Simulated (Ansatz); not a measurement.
Ansatz (an electronic-structure program) input (B3LYP-D3(BJ)/def2-TZVP):

Ansatz 0.2 input:
```yaml
crystal:
  periodic: [false, false, false]
  atoms:
    - {symbol: Sn, position_ang: [0.95403717, -0.02383845, -0.04160214]}
    - {symbol: O, position_ang: [-0.98019305, -0.02332966, 0.00936185]}
basis:
  gaussian:
    orbitals: def2-TZVP
hamiltonian:
  xc: b3lyp
  dispersion: d3bj
total_charge: -1
magnetization: {spin_polarized: true, initial_magnetization: 1}
relax: {f_tol: 0.002, max_steps: 150}
```

Output:

```
Functional definition: B3LYP
integrals: 0.02 GiB planned
583 factors; their error is unknown
mean field: 0.24 GiB planned
mean field evaluation 1: about -7876.9323 eV, gradient 3.3e1 eV
mean field evaluation 2: about -7857.0109 eV, gradient 8.2e1 eV
mean field evaluation 4: about -7881.4813 eV, gradient 1.9e0 eV
mean field evaluation 8: about -7881.5039 eV, gradient 7.2e-2 eV
mean field evaluation 16: about -7881.5750 eV, gradient 5.1e-5 eV
mean field evaluation 32: about -7881.5232 eV, gradient 1.8e0 eV
mean field -7881.57496538 eV, -289.6425376542 hartree, gradient 2.5e-5 eV, S^2 0.753541; 3 other end points of the search recorded, 0 dependent functions left out
the calculation of the forces begins
reference -7881.57513995 eV, -289.6425440697 hartree; 16, 15 occupied and 65, 66 virtual orbitals, 583 factors
relax step   1: F+E_penalty+E_count = -7881.61561359 eV  Δ(F+E_penalty+E_count) = +0.000e0 eV  max|allowed force component| = 9.647e-1 eV/Å  Δτ_max = 0.0000 Å  (80 SCF iters, accepted)
these checks for a lower state are left out or cut short: starts, cluster_reference, orbital_swaps, neighbouring_geometries, increment
integrals: 0.02 GiB planned
583 factors; their error is unknown
mean field: 0.24 GiB planned
mean field -7881.59448762 eV, -289.6432550835 hartree, gradient 2.6e-5 eV, S^2 0.753418; 0 other end points of the search recorded, 0 dependent functions left out
the calculation of the forces begins
reference -7881.59466227 eV, -289.6432615018 hartree; 16, 15 occupied and 65, 66 virtual orbitals, 583 factors
relax step   2: F+E_penalty+E_count = -7881.63517113 eV  Δ(F+E_penalty+E_count) = -1.956e-2 eV  max|allowed force component| = 7.605e-2 eV/Å  Δτ_max = 0.0183 Å  (40 SCF iters, accepted)
these checks for a lower state are left out or cut short: starts, cluster_reference, orbital_swaps, neighbouring_geometries, increment
integrals: 0.02 GiB planned
583 factors; their error is unknown
mean field: 0.24 GiB planned
mean field -7881.59459259 eV, -289.6432589408 hartree, gradient 1.4e-5 eV, S^2 0.753409; 0 other end points of the search recorded, 0 dependent functions left out
the calculation of the forces begins
reference -7881.59476723 eV, -289.6432653590 hartree; 16, 15 occupied and 65, 66 virtual orbitals, 583 factors
relax step   3: F+E_penalty+E_count = -7881.63527880 eV  Δ(F+E_penalty+E_count) = -1.077e-4 eV  max|allowed force component| = 2.616e-3 eV/Å  Δτ_max = 0.0015 Å  (43 SCF iters, accepted)
these checks for a lower state are left out or cut short: starts, cluster_reference, orbital_swaps, neighbouring_geometries, increment
integrals: 0.02 GiB planned
583 factors; their error is unknown
mean field: 0.24 GiB planned
mean field -7881.59459282 eV, -289.6432589493 hartree, gradient 2.5e-5 eV, S^2 0.753409; 0 other end points of the search recorded, 0 dependent functions left out
the calculation of the forces begins
reference -7881.59476746 eV, -289.6432653675 hartree; 16, 15 occupied and 65, 66 virtual orbitals, 583 factors
relax step   4: F+E_penalty+E_count = -7881.63527890 eV  Δ(F+E_penalty+E_count) = -1.028e-7 eV  max|allowed force component| = 1.126e-3 eV/Å  Δτ_max = 0.0001 Å  (26 SCF iters, accepted)
integrals: 0.02 GiB planned
583 factors; their error is unknown
mean field: 0.24 GiB planned
mean field evaluation 64: about -7881.5234 eV, gradient 9.6e-2 eV
mean field -7881.59459282 eV, -289.6432589493 hartree, gradient 2.5e-5 eV, S^2 0.753409; 4 other end points of the search recorded, 0 dependent functions left out
the calculation of the forces begins
reference -7881.59476746 eV, -289.6432653675 hartree; 16, 15 occupied and 65, 66 virtual orbitals, 583 factors
Total energy: -7881.63545355 eV, -289.6447605535 hartree
Atom 0 at     0.934366    -0.023833    -0.041084 Å, force    -0.001126     0.000000     0.000030 eV/Å
Atom 1 at    -0.960522    -0.023335     0.008844 Å, force     0.001126    -0.000000    -0.000030 eV/Å
Dipole moment:     0.716878    -0.000189    -0.018889 e Å
```
